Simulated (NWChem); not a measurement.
Molecule: GaCl3; SMILES [Ga]([Cl])([Cl])[Cl]

Results from NWChem. Pople sets run with spherical d functions. All runs use the structure optimised with PBE0/def2-SVP. Static field.

Order these by “anisotropy (bohr³)”, lowest first: B3LYP/6-31G*; B3LYP/def2-SVPD; B3LYP/aug-cc-pVDZ.

B3LYP/def2-SVPD (26.9), B3LYP/aug-cc-pVDZ (28.0), B3LYP/6-31G* (30.2)
